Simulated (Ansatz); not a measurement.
This singlet lies 1.60 eV below the relaxed triplet at the level frozen-core CCSD(T)/cc-pVTZ // PBE0-D3(BJ)/def2-SVP (Ansatz, an electronic-structure program).

Level of theory: frozen-core CCSD(T)/cc-pVTZ // PBE0-D3(BJ)/def2-SVP run with Ansatz. The restricted HF reference is unstable towards unrestricted orbitals.

Ansatz 0.2 input:
```yaml
crystal:
  periodic: [false, false, false]
  atoms:
    - { symbol: C, position_ang: [-1.089634, -0.030647, -0.016125] }
    - { symbol: Si, position_ang: [0.504875, -0.044077, -1.069849] }
    - { symbol: S, position_ang: [1.849913, 0.07544, 0.597593] }
    - { symbol: H, position_ang: [-1.980115, -0.114171, -0.657649] }
    - { symbol: H, position_ang: [-1.171516, 0.904986, 0.563865] }
    - { symbol: H, position_ang: [-1.105611, -0.863297, 0.707825] }
    - { symbol: H, position_ang: [2.992089, 0.071765, -0.12566] }
basis:
  gaussian: { orbitals: cc-pVTZ }
correlation:
  method: ccsd_t
```

Output:

```
Functional definition: HF
871 factors; integrals over basis functions are off by at most 1.1e-3 eV
mean field evaluation 1: about -19772.0735 eV, gradient 2.7e1 eV
mean field evaluation 2: about -19772.2453 eV, gradient 2.7e1 eV
mean field evaluation 4: about -19774.4855 eV, gradient 2.7e0 eV
mean field evaluation 8: about -19774.5384 eV, gradient 1.9e-1 eV
mean field evaluation 16: about -19774.5387 eV, gradient 1.7e-6 eV
mean field -19774.53868549 eV, -726.7008930281 hartree, gradient 1.7e-6 eV, S^2 0.000000; 0 other end points of the search recorded, 0 dependent functions left out; unrestricted orbitals would lower it
11 core orbitals not correlated
reference -19774.53868549 eV, -726.7008930281 hartree; 9, 9 occupied and 134, 134 virtual orbitals, 871 factors
second order -12.50931454 eV of doubles, -0.00000000 eV of singles
cycle   1  -13.27321270 eV  change   -7.6e-1 eV  update   8.8e-2
cycle   2  -13.65123706 eV  change   -3.8e-1 eV  update   2.9e-2
cycle   3  -13.71680692 eV  change   -6.6e-2 eV  update   1.4e-2
cycle   4  -13.71021536 eV  change    6.6e-3 eV  update   4.5e-3
cycle   5  -13.70894920 eV  change    1.3e-3 eV  update   2.0e-3
cycle   6  -13.70881333 eV  change    1.4e-4 eV  update   6.7e-4
cycle   7  -13.70875460 eV  change    5.9e-5 eV  update   2.4e-4
cycle   8  -13.70882874 eV  change   -7.4e-5 eV  update   9.5e-5
cycle   9  -13.70881544 eV  change    1.3e-5 eV  update   3.7e-5
cycle  10  -13.70880225 eV  change    1.3e-5 eV  update   1.3e-5
perturbative correction -0.61789036 eV, -0.0227070519 hartree
Total energy: -19788.86537810 eV, -727.2273892706 hartree
```

Cost: roughly 25 core-seconds.
